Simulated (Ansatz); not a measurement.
Li₇Al₃⁺, relaxed as a doublet with UKS PBE0-D4/def2-SVP in Ansatz, starting from the GFN2-xTB geometry. Force threshold 0.02 eV/Å.

The structure comes from a short search, and lower isomers may exist.

Start:

```xyz
10

Li    0.5536   -3.9815   -1.5632
Li    1.7439   -0.1859   -1.6815
Li    1.3473   -0.1313    0.7010
Li    3.7161    1.1344   -2.7092
Li   -3.6827   -0.1475    3.0776
Li    0.9933    2.0826    1.8525
Li   -2.4429   -1.2876    1.3877
Al   -0.9993    0.7741   -0.4245
Al   -1.0452    3.2726    0.1807
Al   -0.1841   -1.5299   -0.8210
```

Problem. Estimate the energy that the relaxation releases and the steps that it takes.

Solution. 111.9 kcal/mol, in 54 steps; 4.3 min on 4 threads of Arm Neoverse V1 on a shared host. The force fell under the threshold at step 51, but the optimiser went on and released 0.003 eV more. No frequencies were taken in this run, so the end may be a saddle point.

Problem. Does the start keep its bonding?

Solution. Bonds lost: Li2–Li3, Li2–Li4, Li3–Li6, Li5–Li7 (atoms count from 1). Bonds formed: Li2–Al9, Li4–Al10, Li5–Al8, Li5–Al9, Li6–Al8, Li6–Al10, Li7–Al9, Li7–Al10 (atoms count from 1).

Problem. Predict the relaxed structure.

Solution. 
```xyz
10

Li    0.8353   -2.5501   -1.8589
Li   -1.0294    0.4693   -2.6379
Li    2.0506   -1.1607    1.6115
Li    2.8109    0.0693   -1.6932
Li   -2.4287    1.6790    2.4169
Li    1.0476    2.0641    0.7239
Li   -1.8777   -1.5095    0.0889
Al   -0.2897    0.1590    1.9738
Al   -1.6618    1.1347   -0.0887
Al    0.5429   -0.3549   -0.5364
```
Bond lengths (bridged metal pairs left out): 14 × Al–Li 2.58 to 2.98 Å; 3 × Al–Al 2.66 to 2.70 Å.
